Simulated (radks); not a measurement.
Zr+, configuration [Kr] 4d2 5s1. Calculated with a radial shooting solver on a logarithmic mesh with Libxc functionals: non-relativistic Kohn-Sham, TPSS, spin-unpolarised, spherical densities, point nucleus; meta-GGA in the generalised Kohn-Sham scheme; relativity is left out, which matters for an element this heavy.

Unscreened Slater integrals over Kohn-Sham orbitals (hartree). Empty in this configuration: 5p.

F0(5s,5s): 0.25593
F0(5s,4d): 0.30196
G2(5s,4d): 0.072436
F0(5s,4p): 0.32147
G1(5s,4p): 0.022188
F0(5s,4s): 0.32475
G0(5s,4s): 0.014196
F0(5s,5p): 0.22638
G1(5s,5p): 0.14518
F0(4d,4d): 0.43542
F2(4d,4d): 0.21329
F4(4d,4d): 0.13725
F0(4d,4p): 0.51461
F2(4d,4p): 0.24004
G1(4d,4p): 0.29164
G3(4d,4p): 0.17615
F0(4d,4s): 0.52998
G2(4d,4s): 0.20399
F0(4d,5p): 0.25310
F2(4d,5p): 0.082031
G1(4d,5p): 0.046844
G3(4d,5p): 0.035588
F0(4p,4p): 0.65423
F2(4p,4p): 0.34441
F0(4p,4s): 0.68641
G1(4p,4s): 0.46697
F0(4p,5p): 0.26459
F2(4p,5p): 0.054080
G0(4p,5p): 0.010973
G2(4p,5p): 0.013967
F0(4s,4s): 0.72435
F0(4s,5p): 0.26671
G1(4s,5p): 0.015540
F0(5p,5p): 0.20643
F2(5p,5p): 0.11120

Derived for the open shells (J is the average intra-shell exchange parameter used in DFT+U). 4d: Racah B = F2/49 - 5 F4/441 = 0.002797 hartree, C = 35 F4/441 = 0.01089 hartree, C/B = 3.90, F4/F2 = 0.644, J = (F2 + F4)/14 = 0.02504 hartree.
